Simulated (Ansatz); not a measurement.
Reaction (hydrogenolysis of a Te–Si bond): `C[SiH2][TeH]` + H₂ → H₂Te + `C[SiH3]`

Program: Ansatz. Geometries: PBE0-D4/def2-TZVP. ΔE: electronic, gas phase. CBS: MP2 limit from def2 TZ/QZ plus the TZ coupled-cluster correction, frozen cores. This one scheme is used for every species. Functionals use def2-TZVPP. Elements past krypton have def2 core potentials. For Te outer-core shells are correlated without core-valence functions, which leaves a few kJ/mol of doubt a bond.

```csv
level,ΔE (kJ/mol)
PBE0-D4,46.1
r2SCANh-D4,45.5
r2SCAN0-D4,44.9
r2SCAN0,42.7
MP2/def2-SVP,34.0
SCS-MP2/def2-TZVPP,40.1
SCS-MP2/def2-QZVPP,45.4
CCSD/CBS(def2),41.6
```

Task: What does CCSD(T)/CBS give? (Best estimate.)

Result: Computed: +46.8 kJ/mol. The listed levels differ from it by -0.7, -1.3, -1.9, -4.1, -12.8, -6.7, -1.4, -5.2 kJ/mol.

Task: What do rigid-rotor, harmonic-oscillator terms from PBE0-D4/def2-TZVP frequencies (298.15 K, 1 bar) make of the CCSD(T)/CBS value? (Best estimate.)

Result: Ansatz gave: ΔZPE = +5.5 kJ/mol, ΔH = +48.6 kJ/mol, ΔS = 18 J/(mol·K), ΔG = +43.1 kJ/mol.

Largest T1 diagnostic among the species: 0.010.

At CCSD(T), def2-SVP lies −23.3 kJ/mol from the extrapolated value and def2-TZVPP −9.9 kJ/mol. Leaving LDA and LC-ωPBE aside and taking each functional with its dispersion term where it has one, the values, not all of them listed here, spread over 19.2 kJ/mol, from B97M-V to revPBE-D4. In def2-TZVPP, CCSD(T) changes the Hartree–Fock value by +20.1 kJ/mol (the triples alone add +5.2 kJ/mol) and MP2 by +33.6 kJ/mol.
